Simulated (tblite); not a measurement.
Species: C4H10P2SSe.
Geometry (GFN2-xTB, Å), atoms numbered from 1 in this order:
```
atom  x, y, z in Å
P1     2.0418   -1.0679    0.9446
P2     0.6344   -0.7794   -0.7152
Se3    0.8275   -1.9287   -2.4640
C4    -1.0223   -0.9575    0.0975
C5    -1.9877    0.0165   -0.5471
S6    -1.7403    1.7225    0.0513
C7     0.0840    1.8080    0.1117
C8     0.7331    1.0412   -1.0202
H9     3.0904   -1.2802    0.0557
H10    1.7316   -2.4245    0.9887
H11   -1.3495   -1.9871   -0.0787
H12   -0.9447   -0.7937    1.1766
H13   -1.8799    0.0000   -1.6353
H14   -3.0229   -0.2160   -0.2960
H15    0.4199    1.4248    1.0808
H16    0.3162    2.8719    0.0567
H17    0.2636    1.2608   -1.9832
H18    1.7961    1.2957   -1.1003
```

Computed values, GFN2-xTB/tblite, gas phase, harmonic and unscaled. Errors from tens to a few hundred cm⁻¹ against measured bands are possible. Modes of hydrogen on phosphorus can be 10 to 20 % off. One conformer, not necessarily the lowest.

Harmonic wavenumbers (cm⁻¹): 51.4, 108.6, 113.5, 124.0, 146.3, 158.8, 221.8, 250.5, 265.3, 343.1, 387.9, 451.0, 522.0, 650.1, 664.1, 677.2, 687.9, 724.2, 743.5, 817.2, 835.8, 876.0, 904.4, 1040.2, 1048.1, 1059.2, 1061.0, 1093.8, 1112.5, 1146.7, 1233.2, 1237.6, 1249.8, 1252.5, 1408.2, 1418.2, 1447.5, 1449.7, 2287.9, 2336.3, 2915.1, 2918.1, 2931.4, 2936.4, 2938.6, 2952.2, 2992.4, 2994.6.

A = 1196, B = 570.7, C = 459.5 MHz; mass 231.914 u (most abundant isotopes); point group C1, symmetry number 1.

Zero-point energy?

Half the sum of the wavenumbers: 28593 cm⁻¹ = 342.05 kJ/mol.

Entropy at 400 K, 1 bar (ideal gas, RRHO, classical rotation)?

Translation 182.89, rotation 134.65, vibration 179.27: S = 496.8 J/(mol K).

And Cp and H(400 K) − H(0)?

Cp = 211.81 J/(mol K), of which vibrations give 178.55 (their classical limit is 48 R = 399.1); H(400 K) − H(0) = 50.76 kJ/mol without the zero-point energy, 37.45 from vibrations.

What must be added to the electronic energy to get the Gibbs energy at 400 K and 1 bar?

ZPE + [H(400 K) − H(0)] − T·S = 342.05 + 50.76 − 198.72 = 194.09 kJ/mol.

How do the functions run with temperature in this model?

```
T (K)  S (J/(mol K))  Cp (J/(mol K))  H − H(0) (kJ/mol)  G − H(0) (kJ/mol)  ln q(vib)
  100          308.2            85.6               5.65             -25.17       1.63
  200          381.1           129.0              16.42             -59.81       4.55
  300          441.7           172.4              31.49            -101.01       7.45
  500          547.7           244.2              73.61            -200.22      13.08
  800          678.0           309.3             157.58            -384.84      20.89
 1000          750.2           337.1             222.37            -527.83      25.63
```

q(vib) and H(0) count from the zero-point level.

Hindered rotation and anharmonicity are outside this model. Other conformers, if any are populated, would add a mixing term that is left out. The structure is chiral; the term R ln 2 for an equal mix with its mirror image is left out.
